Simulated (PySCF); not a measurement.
**Potential energy of PbI along the bond**

Set-up: Pb cc-pVDZ-PP with ECP60, I cc-pVDZ-PP with ECP28; scalar-relativistic core potentials (PySCF 2.14). Energies in eV from Pb + I in their ground configurations at the same level. State: ²Π (doublet), unpaired electrons π ↑.

```tsv
R (Å)	PBE	UHF
2.435	-2.034	-0.482
2.548	-2.631	-1.127
2.661	-2.957	-1.493
2.746	-3.076	-1.637
2.831	-3.117	-1.699
2.916	-3.100	-1.701
3.029	-3.015	-1.635
3.171	-2.844	-1.480
3.341	-2.589	-1.234
3.567	-2.226	-0.872
```

Put a parabola through the three lowest points of the PBE curve and estimate Re, k and ωe (reduced mass 78.81 u; 1 eV/Å² = 0.16022 mdyn/Å; ωe = 1302.8·√(k/μ) cm⁻¹).

Through R = 2.746, 2.831, 2.916 Å the second-order coefficient is 4.01 eV/Å², so Re ≈ 2.849 Å, k ≈ 1.29 mdyn/Å and ωe ≈ 166 cm⁻¹. A polynomial fit of higher order to the unrounded PBE energies gives Re = 2.845 Å, k = 1.21 mdyn/Å, ωe = 161 cm⁻¹; anharmonicity and rounding make the difference.

The higher-order fit for each curve: PBE: Re = 2.845 Å, ωe = 161 cm⁻¹, De = 3.12 eV; UHF: Re = 2.875 Å, ωe = 158 cm⁻¹, De = 1.71 eV.

These are scalar-relativistic numbers at best; spin–orbit coupling would shift them, the dissociation energy most. The state was picked by a PBE0 search and need not be the measured ground state.
